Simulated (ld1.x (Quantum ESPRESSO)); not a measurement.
**What one change does to a pseudopotential (hafnium, TM)**

- Element: hafnium (Hf)
- Generator: ld1.x (Quantum ESPRESSO) 7.5
- Type: norm-conserving Troullier–Martins (Kleinman–Bylander form)
- Functional: PBE
- Relativity: scalar-relativistic
- Frozen core: [Kr] 4d10 4f14 5s2
- Valence charge: 10
- Reference configuration: 5p6 5d2 6s2 6p0
- Partial waves: 6s (bound): rc 2.55 bohr; 5p (bound): rc 1.85 bohr; 5d (bound): rc 2.30 bohr
- Local potential: the d channel
- Core correction: none

Change: core correction a·sin(br)/r model core inside 1.28 bohr.

Cutoffs: the cutoffs (Ry, on a coarse ladder) from which the occupation-weighted sum of valence levels, in a spherical-Bessel basis at the reference potential, stays within 10 and 1 mRy of its value at 400 Ry; they do not see the model core or the augmentation charge, which bear on the density cutoff. Errors are all-electron minus pseudo energies relative to the spin-unpolarised reference configuration.

Q: What does the change do?

A: The potential gets neither clearly harder nor softer (35 Ry and 45 Ry → 35 Ry and 45 Ry); both files keep a bound ghost (p, s); the number of tests that count goes from 7 to 6; of the 6 tests that both files solve, the error grows in 5 and shrinks in 1 by more than 15 % and 0.3 meV (median size 13.4 → 25.9 meV). A model core, the more so a compact one, raises the density cutoff, which this test does not measure.

| quantity | base | changed |
| --- | --- | --- |
| cutoff, loose | 35 Ry | 35 Ry |
| cutoff, tight | 45 Ry | 45 Ry |
| bound ghosts | s, p | s, p |
| tests counted (converged, no solver errors) | 7 of 7 | 6 of 7 |
| error for 5p6 5d2 6s1 6p0, meV [ΔE 7.98 eV] | -1.9 | -7.3 |
| error for 5p6 5d2 6s0 6p0, meV [ΔE 22.16 eV] | +14 | -32 |
| error for 5p6 5d1 6s0 6p0, meV [ΔE 43.95 eV] | +96 | -37 |
| error for 5p6 5d3 6s1 6p0, meV [ΔE 2.59 eV] | -13 | -20 |
| error for 5p6 5d1 6s2 6p0, meV [ΔE 6.50 eV] | -3.6 | -14 |
| error for 5p5 5d2 6s2 6p0, meV [ΔE 41.02 eV] | -152 | -194 |
| s: phases at 2.77 bohr within 0.05 rad from the reference energy up to (Ry; the scan ends near 5) | 2.6 | 2.6 |
| p: phases at 2.77 bohr within 0.05 rad from the reference energy up to (Ry; the scan ends near 5) | -1.1 | -1.1 |
| d: phases at 2.77 bohr within 0.05 rad from the reference energy up to (Ry; the scan ends near 5) | 2.8 | 2.8 |

Base: These tests converged, but a pseudo level misses the all-electron one widely, so the file describes the atom poorly there or has found another state: 5p6 5d2 6s0 6p0: empty 6p by 3.6 eV; 5p6 5d1 6s0 6p0: empty 6p by 5.8 eV (a node warning on the way); 5p6 5d2 6s1 6p1: 5d by 1.2 eV; 5p6 5d1 6s2 6p0: empty 6p by 2.1 eV; 5p5 5d2 6s2 6p0: empty 6p by 2.1 eV. ld1.x printed “convergence not achieved” for 5 of the counted tests; their residual had stalled under 1e-8, short of the target of 1e-14. Changed file: Tests not counted: 5p6 5d2 6s1 6p1 (solver errors, printed error -843 eV). These tests converged, but a pseudo level misses the all-electron one widely, so the file describes the atom poorly there or has found another state: 5p6 5d2 6s0 6p0: empty 6p by 3.6 eV; 5p6 5d1 6s0 6p0: empty 6p by 5.8 eV (a node warning on the way); 5p6 5d1 6s2 6p0: empty 6p by 2.1 eV; 5p5 5d2 6s2 6p0: empty 6p by 2.1 eV. A true bound ghost makes a file unfit for plane-wave use even where its test errors are small: the radial tests pick states by their node count and pass the ghost by. Where a test does run into it, the solver fails or the error is huge.
